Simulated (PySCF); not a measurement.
# Correlation energy of Mn⁺ (manganese, charge +1)

[Ar] 3d4 4s2, high-spin 5D determinant (an excited configuration). Computed with PySCF 2.14 in aug-cc-pVTZ with one added diffuse shell each of s, p, d, f, g type (9s8p6d4f3g, 118 functions), with no relativity, point nucleus. Frozen: [Ar]; 6 electrons correlated.

MP2 pair energies summed by pair of shells (mhartree):

```json
{"pair": "3d-3d", "energy": "-40.03", "share (%)": "43.3"}
{"pair": "3d-4s", "energy": "-26.53", "share (%)": "28.7"}
{"pair": "4s-4s", "energy": "-25.96", "share (%)": "28.1"}
```

Total MP2 correlation energy: -92.51 mhartree.

Same-spin part -51.10 and opposite-spin part -41.42 mhartree; SCS-MP2 scales them by 1/3 and 6/5 to -66.73 mhartree.
